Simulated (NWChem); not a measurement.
System: C$_{4}$H$_{7}$N; SMILES C(C#C)NC

Here is an NWChem input.

```
start job
memory heap 200 mb stack 900 mb global 1100 mb
geometry units angstroms noautoz
  C      0.497907    -2.282399    -0.122211
  C     -0.158496    -1.261038     0.018928
  C     -0.935195    -0.032325     0.222315
  N     -0.351214     1.124440    -0.447904
  C      0.886684     1.589102     0.153164
  H      1.072675    -3.187512    -0.257861
  H     -1.061931     0.106958     1.332970
  H     -1.957938    -0.192050    -0.184188
  H     -1.045560     1.879047    -0.460597
  H      0.812236     1.842988     1.244349
  H      1.252459     2.486098    -0.385163
  H      1.664083     0.803057     0.055373
end
basis spherical
  * library def2-svp
end
dft
  xc n12
  iterations 150
  mulliken
end
task dft energy
```

Excerpt of the output:

```
             Northwest Computational Chemistry Package (NWChem) 7.3.0
             --------------------------------------------------------

 C1  symmetry detected

                             Geometry "geometry" -> ""
                             -------------------------

 Output coordinates in angstroms (scale by  1.889725989 to convert to a.u.)

  No.       Tag          Charge          X              Y              Z
 ---- ---------------- ---------- -------------- -------------- --------------
    1 C                    6.0000     0.52127720    -2.26878130    -0.11954465
    2 C                    6.0000    -0.14488402    -1.25451814     0.02695745
    3 C                    6.0000    -0.93295938    -0.03413783     0.23665340
    4 N                    7.0000    -0.36919666     1.12780482    -0.44186958
    5 C                    6.0000     0.86990103     1.60730268     0.14490441
    6 H                    1.0000     1.10457887    -3.16770081    -0.25987142
    7 H                    1.0000    -1.04918013     0.10577957     1.34837826
    8 H                    1.0000    -1.95821135    -0.20596793    -0.15843243
    9 H                    1.0000    -1.07199607     1.87462516    -0.44831724
   10 H                    1.0000     0.80447506     1.86236085     1.23639425
   11 H                    1.0000     1.21980661     2.50731180    -0.39891431
   12 H                    1.0000     1.65489462     0.82976512     0.04002627

 Effective nuclear repulsion energy (a.u.)     157.9144328984

                                 NWChem DFT Module
                                 -----------------

 Summary of "ao basis" -> "ao basis" (spherical)
 ------------------------------------------------------------------------------
       Tag                 Description            Shells   Functions and Types
 ---------------- ------------------------------  ------  ---------------------
 C                          def2-svp                 6       14   3s2p1d
 N                          def2-svp                 6       14   3s2p1d
 H                          def2-svp                 3        5   2s1p

            General Information
            -------------------
          SCF calculation type: DFT
          Wavefunction type:  closed shell.
          No. of atoms     :    12
          No. of electrons :    38
           Alpha electrons :    19
            Beta electrons :    19
          Charge           :     0
          Spin multiplicity:     1
          Use of symmetry is: off; symmetry adaption is: off
          Maximum number of iterations: 150
          AO basis - number of functions:   105
                     number of shells:    51
          Convergence on energy requested:  1.00D-06
          Convergence on density requested:  1.00D-05
          Convergence on gradient requested:  5.00D-04

              XC Information
              --------------
                          N12 Method XC Functional
                           N12 Exchange Functional  1.000
                         N12 Correlation Potential  1.000

             Grid Information
             ----------------
          Grid used for XC integration:  medium
          Radial quadrature: Mura-Knowles
          Angular quadrature: Lebedev.
          Tag              B.-S. Rad. Rad. Pts. Rad. Cut. Ang. Pts.
          ---              ---------- --------- --------- ---------
          C                   0.70       49          12.0       434
          N                   0.65       49          11.0       434
          H                   0.35       45          13.0       434
          Grid pruning is: on
          Number of quadrature shells:   560
          Spatial weights used:  Erf1

      Superposition of Atomic Density Guess
      -------------------------------------

 Sum of atomic energies:        -208.23837677

      Non-variational initial energy
      ------------------------------

 Total energy =    -211.228787
 1-e energy   =    -591.301228
 2-e energy   =     222.158009
 HOMO         =      -0.281882
 LUMO         =       0.036916

     ---------------------------------------------
      Total Density - Mulliken Population Analysis
     ---------------------------------------------

    Atom       Charge   Shell Charges
 -----------   ------   -------------------------------------------------------
    1 C    6     6.46   1.99  0.99  0.64  1.95  0.86  0.03
    2 C    6     5.91   1.99  0.98  0.24  1.90  0.76  0.04
    3 C    6     5.83   1.99  0.94  0.11  1.86  0.88  0.05
    4 N    7     7.53   1.99  1.04  0.49  2.43  1.56  0.02
    5 C    6     6.07   1.99  0.94  0.20  1.94  0.96  0.04
    6 H    1     0.87   0.62  0.22  0.03
    7 H    1     0.91   0.67  0.22  0.02
    8 H    1     0.90   0.67  0.21  0.02
    9 H    1     0.77   0.61  0.12  0.04
   10 H    1     0.94   0.68  0.23  0.02
   11 H    1     0.91   0.68  0.21  0.02
   12 H    1     0.92   0.68  0.21  0.02

   convergence    iter        energy       DeltaE   RMS-Dens  Diis-err
 ---------------- ----- ----------------- --------- --------- ---------
 d= 0,ls=0.0,diis     1   -211.0481007762 -3.69D+02  1.25D-02  5.17D-01
 d= 0,ls=0.0,diis     2   -211.0835258888 -3.54D-02  6.07D-03  2.33D-01
 d= 0,ls=0.0,diis     3   -211.0831863163  3.40D-04  3.88D-03  2.25D-01
 d= 0,ls=0.0,diis     4   -211.1048610660 -2.17D-02  1.52D-03  6.37D-02
 d= 0,ls=0.0,diis     5   -211.1132873432 -8.43D-03  3.13D-04  8.77D-04
  Resetting Diis
 d= 0,ls=0.0,diis     6   -211.1133694150 -8.21D-05  1.17D-04  1.64D-04
 d= 0,ls=0.0,diis     7   -211.1133886423 -1.92D-05  4.64D-05  4.72D-06
 d= 0,ls=0.0,diis     8   -211.1133879870  6.55D-07  2.88D-05  1.03D-05
 d= 0,ls=0.0,diis     9   -211.1133891944 -1.21D-06  4.60D-06  2.75D-07
 d= 0,ls=0.0,diis    10   -211.1133892206 -2.62D-08  1.52D-06  4.17D-08

         Total DFT energy =     -211.113389220633
      One electron energy =     -596.434176995551
           Coulomb energy =      258.510119731282
    Exchange-Corr. energy =      -31.103764854727
 Nuclear repulsion energy =      157.914432898362

 Numeric. integr. density =       38.000015173329

                       DFT Final Molecular Orbital Analysis
                       ------------------------------------

 Vector   17  Occ=2.000000D+00  E=-2.309386D-01
              MO Center=  1.5D-01, -1.6D+00, -4.9D-02, r^2= 1.8D+00
   Bfn.  Coefficient  Atom+Function         Bfn.  Coefficient  Atom+Function
  ----- ------------  ---------------      ----- ------------  ---------------
     4      0.290495   1 C  px               18      0.286423   2 C  px
     5      0.225184   1 C  py                6     -0.223165   1 C  pz
    20     -0.220802   2 C  pz               19      0.215715   2 C  py
     7      0.160640   1 C  px                8      0.149587   1 C  py
    22      0.148820   2 C  py               21      0.130294   2 C  px

 Vector   18  Occ=2.000000D+00  E=-2.242033D-01
              MO Center=  1.1D-01, -1.6D+00, -3.0D-02, r^2= 2.0D+00
   Bfn.  Coefficient  Atom+Function         Bfn.  Coefficient  Atom+Function
  ----- ------------  ---------------      ----- ------------  ---------------
     6      0.369840   1 C  pz               20      0.338927   2 C  pz
     9      0.221545   1 C  pz                4      0.208890   1 C  px
    18      0.202008   2 C  px               23      0.181659   2 C  pz
    81      0.131860   8 H  s                 7      0.128086   1 C  px
    21      0.119372   2 C  px               76     -0.108801   7 H  s

 Vector   19  Occ=2.000000D+00  E=-1.811461D-01
              MO Center= -2.4D-01,  1.0D+00, -2.7D-01, r^2= 1.9D+00
   Bfn.  Coefficient  Atom+Function         Bfn.  Coefficient  Atom+Function
  ----- ------------  ---------------      ----- ------------  ---------------
    48      0.512454   4 N  pz               51     -0.383735   4 N  pz
    45      0.238078   4 N  s                91      0.191775  10 H  s
    92      0.192061  10 H  s                76      0.183743   7 H  s
    77      0.177345   7 H  s                44      0.153987   4 N  s
    47      0.143907   4 N  py               22     -0.134340   2 C  py

 Vector   20  Occ=0.000000D+00  E= 3.224403D-03
              MO Center= -3.1D-01, -6.5D-01, -5.9D-02, r^2= 5.3D+00
   Bfn.  Coefficient  Atom+Function         Bfn.  Coefficient  Atom+Function
  ----- ------------  ---------------      ----- ------------  ---------------
    31      0.651982   3 C  s                45      0.652527   4 N  s
    87     -0.553084   9 H  s                82     -0.521468   8 H  s
    22     -0.483657   2 C  py                7      0.460422   1 C  px
    36     -0.276893   3 C  py               77     -0.274891   7 H  s
     4      0.273301   1 C  px                3     -0.259066   1 C  s

 Vector   21  Occ=0.000000D+00  E= 2.045098D-02
              MO Center= -6.4D-02, -1.4D+00,  1.1D-01, r^2= 3.2D+00
   Bfn.  Coefficient  Atom+Function         Bfn.  Coefficient  Atom+Function
  ----- ------------  ---------------      ----- ------------  ---------------
    77      0.574827   7 H  s                 9      0.558129   1 C  pz
    23     -0.504012   2 C  pz               82     -0.413216   8 H  s
    20     -0.397823   2 C  pz                6      0.367130   1 C  pz
    21     -0.303740   2 C  px               37     -0.238568   3 C  pz
     7      0.205810   1 C  px               18     -0.180769   2 C  px

[...]
```

Level: N12/def2-SVP. All runs use the structure optimised with PBE-D3(BJ)/def2-SVP.
